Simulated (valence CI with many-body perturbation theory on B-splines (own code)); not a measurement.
**I39+: what the settings do**

Computed by valence CI with perturbative core correlation (CI+MBPT): four valence electrons over a frozen Dirac-Fock core [Ne], radial functions for each j: 6 s, 6 p, 5 d, 3 f, 1 g, with the one-electron correlation potential Σ1, the two-electron term Σ2, the three-electron term Σ3, Breit, model QED; selected CI, second order for the rest, scaled by the run's own slope (own B-spline code, finite nucleus).

No measured spectrum was set against this ion. As an estimate, large intervals hold to a few tenths of a per cent, small ones and those within an open d or f shell to about a per cent.

The reference run has the lowest level (3s^2 3p1/2^2) J=0 and an ionisation energy of 2837.87 eV. Its largest variational space holds 9995 state functions.

Levels are named by their leading jj configuration (3d3/2^4 stands for four electrons in 3d with j = 3/2), which in mixed levels can hold well under half, so a name can repeat and another be missing. Letters in brackets count levels of one name in rising energy.

| Level | Reference (cm⁻¹) | Shift (cm⁻¹) |
| --- | --- | --- |
| (3s^2 3p1/2 3p3/2) J=1 | 542050 | +6.7 |
| (3s^2 3p1/2 3p3/2) J=2 | 592468 | +44 |
| (3s^2 3p3/2^2) J=2 | 1170900 | +31 |
| (3s^2 3p3/2^2) J=0 | 1281190 | -22 |
| (3s 3p1/2^2 3p3/2) J=2 | 1339840 | -530 |
| (3s 3p1/2^2 3p3/2) J=1 | 1496560 | -2408 |
| (3s^2 3p1/2 3d3/2) J=2 | 1698100 | -20386 |
| (3s 3p1/2 3p3/2^2) J=2 [a] | 1801650 | -7673 |
| (3s^2 3p1/2 3d5/2) J=3 | 1870700 | -12880 |
| (3s^2 3p1/2 3d3/2) J=1 | 1906970 | -19832 |
| (3s^2 3p1/2 3d5/2) J=2 | 1996500 | -15465 |
| (3s 3p1/2 3p3/2^2) J=3 | 2009220 | -10483 |

The ionisation energy moves by -0.036 eV.

(1) Which of these changes was made?
A. highest l with Σ1, explicit Σ2 and valence Breit (higher l get mean screening factors) 3 → 1
B. scale of Σ2 1 → -1
C. Davidson tolerance 2e-05 → 0.0003; shift of the energy in Σ1 (hartree) 0 → -15.408

Answers

(1) A. highest l with Σ1, explicit Σ2 and valence Breit (higher l get mean screening factors) 3 → 1.
